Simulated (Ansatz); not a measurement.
A CCSD(T) single point on BrH₃O₃Zr, SMILES `[OH][Zr]([OH])([OH])[Br]`.

```yaml
crystal:
  periodic: [false, false, false]
  atoms:
    - {symbol: O, position_ang: [-0.952463, 1.437414, 0.627222]}
    - {symbol: Zr, position_ang: [0.044884, 0.085578, -0.281650]}
    - {symbol: O, position_ang: [1.736800, -0.159708, 0.570092]}
    - {symbol: O, position_ang: [-0.930419, -1.556667, -0.278922]}
    - {symbol: Br, position_ang: [0.427647, 0.816168, -2.686656]}
    - {symbol: H, position_ang: [-1.621275, 1.931002, 1.092199]}
    - {symbol: H, position_ang: [2.501274, -0.091351, 1.134047]}
    - {symbol: H, position_ang: [-1.206426, -2.462446, -0.176341]}
basis:
  gaussian: {orbitals: def2-TZVPP}
correlation: {method: ccsd_t}
```

```sh
$ ansatz run in.yaml --threads 4 --pin off --events-out ev --progress --plain --max-ram 10444MiB
```

The program prints (abridged):

```
Functional definition: HF
1554 factors; integrals over basis functions are off by at most 1.1e-3 eV
mean field evaluation 1: about -77427.0247 eV, gradient 7.0e1 eV
mean field evaluation 2: about -77427.1725 eV, gradient 7.0e1 eV
mean field evaluation 4: about -77435.0980 eV, gradient 3.1e0 eV
mean field evaluation 8: about -77435.1623 eV, gradient 2.1e-1 eV
mean field -77435.16251409 eV, -2845.6897349544 hartree, gradient 2.7e-6 eV, S^2 0.000000; 0 other end points of the search recorded, 0 dependent functions left out
12 core orbitals not correlated: weight in the atoms' cores, before any rotation towards them, 1.000 or more for the frozen orbitals, at most 0.000 for the correlated occupied ones
reference -77435.16251409 eV, -2845.6897349544 hartree; 25, 25 occupied and 202, 202 virtual orbitals, 1554 factors
second order -36.71236599 eV of doubles, -0.00000000 eV of singles
cycle   1  -35.65388136 eV  change     1.1e0 eV  update   1.6e-1
cycle   2  -36.48797903 eV  change   -8.3e-1 eV  update   6.5e-2
cycle   3  -36.73202059 eV  change   -2.4e-1 eV  update   2.9e-2
cycle   4  -36.70862922 eV  change    2.3e-2 eV  update   9.0e-3
cycle   5  -36.69863235 eV  change    1.0e-2 eV  update   3.0e-3
cycle   6  -36.70089437 eV  change   -2.3e-3 eV  update   9.6e-4
cycle   7  -36.70055229 eV  change    3.4e-4 eV  update   3.4e-4
cycle   8  -36.70031527 eV  change    2.4e-4 eV  update   1.0e-4
cycle   9  -36.70037174 eV  change   -5.6e-5 eV  update   4.4e-5
cycle  10  -36.70039452 eV  change   -2.3e-5 eV  update   1.4e-5
perturbative correction -1.45643027 eV, -0.0535228250 hartree
Total energy: -77473.31933887 eV, -2847.0919724014 hartree
```

Run time 4.3 min (4 threads of an Intel Xeon Platinum 8488C on a shared host); peak host memory 5.6 GiB.

The correlation energy is -38.157 eV, 3.8 % of it from (T); the T1 diagnostic reads 0.0149.
